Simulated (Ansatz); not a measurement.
Isolated molecules relaxed with PBE0-D4/def2-TZVP in Ansatz; ΔE leaves out vibrations. CCSD(T)/CBS is the MP2 limit (def2-TZVPP, def2-QZVPP) plus CCSD(T) − MP2 in def2-TZVPP, frozen cores. This one scheme is used for every species. Functionals use def2-TZVPP. Each species was taken in one conformer, which may not be the lowest.

`BC[SiH3]` + `OBF` → `FBOC[SiH3]` + BH₃  (substitution at a C–B bond)

Problem. Is it downhill or uphill in electronic energy at CCSD(T)/CBS, and by how much? (Best estimate.)

Solution. The calculation gave: Uphill: ΔE = +33.1 kcal/mol.

Problem. What do these levels give: r2SCAN-D4, ωB97M-V, HF/def2-TZVPP, MP2/def2-TZVPP, MP2/def2-QZVPP, CCSD/CBS(def2)? (An estimate is asked.)

Solution. Ansatz gave: r2SCAN-D4 34.2, ωB97M-V 33.0, HF/def2-TZVPP 29.1, MP2/def2-TZVPP 34.4, MP2/def2-QZVPP 34.7, CCSD/CBS(def2) 32.8 kcal/mol.

Largest T1 diagnostic among the species: 0.013.

In def2-TZVPP, CCSD(T) changes the Hartree–Fock value by +3.5 kcal/mol (the triples alone add +0.3 kcal/mol) and MP2 by +5.4 kcal/mol.
